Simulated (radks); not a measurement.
Values are calculated unless marked as measured or tabulated.
Coulomb parameter of the 3d shell of neutral iron in the model configuration [Ar] 3d4 4s2 4p2, as a second difference U = [E(n + 0.5) + E(n - 0.5) - 2 E(n)] / (0.5)^2 with all orbitals relaxed. "Bare": the charge of the atom changes with n. "Screened": the 4p shell takes up the change at fixed total charge, which measures U(3d,3d) + U(4p,4p) - 2 U(3d,4p). Code: a radial shooting solver on a logarithmic mesh with Libxc functionals. Model: scalar-relativistic Kohn-Sham, PBE, spin-unpolarised, spherical densities, point nucleus.

| case | configuration | E - E(n) (eV) |
|---|---|---|
| start | [Ar] 3d4 4s2 4p2 | 0.000 |
| bare +0.5 | [Ar] 3d4.5 4s2 4p2 | -8.962 |
| bare -0.5 | [Ar] 3d3.5 4s2 4p2 | 12.618 |
| screened +0.5 | [Ar] 3d4.5 4s2 4p1.5 | -8.013 |
| screened -0.5 | [Ar] 3d3.5 4s2 4p2.5 | 9.638 |

U(bare) = 14.623 eV, U(screened by 4p) = 6.502 eV, against the Slater integral F0(3d,3d) = 26.105 eV with frozen orbitals. The step up makes a negative ion, whose loosely bound charge lowers the bare value.
